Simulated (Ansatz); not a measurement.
Coupled-cluster run, `FC(F)(F)C[O][GeH3]`.

```yaml
crystal:
  periodic: [false, false, false]
  atoms:
    - {symbol: F, position_ang: [-1.593691, -1.233793, 2.117096]}
    - {symbol: C, position_ang: [-1.314702, -1.130023, 0.808564]}
    - {symbol: F, position_ang: [-2.438902, -0.780742, 0.181137]}
    - {symbol: F, position_ang: [-0.966554, -2.341326, 0.371289]}
    - {symbol: C, position_ang: [-0.210921, -0.113461, 0.607592]}
    - {symbol: O, position_ang: [0.070454, -0.012943, -0.749403]}
    - {symbol: Ge, position_ang: [1.370208, 1.090845, -1.284574]}
    - {symbol: H, position_ang: [-0.567996, 0.830673, 1.041907]}
    - {symbol: H, position_ang: [0.647736, -0.459637, 1.199651]}
    - {symbol: H, position_ang: [1.397243, 0.931002, -2.803658]}
    - {symbol: H, position_ang: [1.002022, 2.518403, -0.841821]}
    - {symbol: H, position_ang: [2.682204, 0.645799, -0.613681]}
basis:
  gaussian: {orbitals: def2-SVP}
correlation: {method: ccsd_t}
```

```sh
$ ansatz run in.yaml --threads 4 --pin off --events-out ev --progress --plain --max-ram 11315MiB
```

Output of Ansatz, abridged:

```
Functional definition: HF
1381 factors; integrals over basis functions are off by at most 1.4e-3 eV
mean field evaluation 1: about -68747.0767 eV, gradient 4.8e1 eV
mean field evaluation 2: about -68747.2034 eV, gradient 4.9e1 eV
mean field evaluation 4: about -68751.9288 eV, gradient 4.2e0 eV
mean field evaluation 8: about -68751.9863 eV, gradient 3.4e-1 eV
mean field -68751.98657622 eV, -2526.5889049058 hartree, gradient 2.7e-6 eV, S^2 0.000000; 0 other end points of the search recorded, 0 dependent functions left out
15 core orbitals not correlated: weight in the atoms' cores, before any rotation towards them, 1.000 or more for the frozen orbitals, at most 0.000 for the correlated occupied ones
reference -68751.98657622 eV, -2526.5889049058 hartree; 27, 27 occupied and 99, 99 virtual orbitals, 1381 factors
second order -33.51641972 eV of doubles, -0.00000000 eV of singles
cycle   1  -33.46351301 eV  change    5.3e-2 eV  update   1.3e-1
cycle   2  -34.28836107 eV  change   -8.2e-1 eV  update   3.5e-2
cycle   3  -34.46877780 eV  change   -1.8e-1 eV  update   1.7e-2
cycle   4  -34.45422333 eV  change    1.5e-2 eV  update   3.4e-3
cycle   5  -34.45348263 eV  change    7.4e-4 eV  update   1.5e-3
cycle   6  -34.45406445 eV  change   -5.8e-4 eV  update   4.2e-4
cycle   7  -34.45376131 eV  change    3.0e-4 eV  update   1.7e-4
cycle   8  -34.45367240 eV  change    8.9e-5 eV  update   5.4e-5
cycle   9  -34.45370014 eV  change   -2.8e-5 eV  update   2.1e-5
perturbative correction -0.79091173 eV, -0.0290654700 hartree
Total energy: -68787.23118810 eV, -2527.8841205026 hartree
```

It took 25 s on 4 threads of an Intel Xeon Platinum 8488C on a shared host, with 1.2 GiB of host memory at the peak.

Correlation energy per correlated electron: -0.653 eV. T1 diagnostic: 0.0112.
